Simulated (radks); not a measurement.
Charge is removed step by step from the 5d up level of neutral hafnium, starting from [Xe] 4f14 5d(up 2, down 0) 6s2. Calculated with a radial shooting solver on a logarithmic mesh with Libxc functionals: scalar-relativistic Kohn-Sham, PBE, spin-polarised, spherical densities, point nucleus.

removed (e)	E - E(0) (eV)	eigenvalue (eV)	E minus straight line (eV)
0	0.000	-3.093	0.000
0.25	0.993	-4.871	-0.725
0.5	2.448	-6.787	-0.987
0.75	4.397	-8.825	-0.755
1	6.870	-10.974	0.000

Removing the whole electron costs 6.870 eV by Delta-SCF, against 3.093 eV from minus the eigenvalue at the starting occupation. Slater's transition state (half an electron removed) gives 6.787 eV. Integrating minus the eigenvalue over the occupation (Janak's theorem) gives 6.869 eV. In this scalar-relativistic scheme the density is built from large components alone, so the theorem holds only approximately. The mean slope of the eigenvalue, de/dn, is 7.88 eV per electron. Ionisation energy of Hf in the NIST Atomic Spectra Database: 6.825 eV (measured).
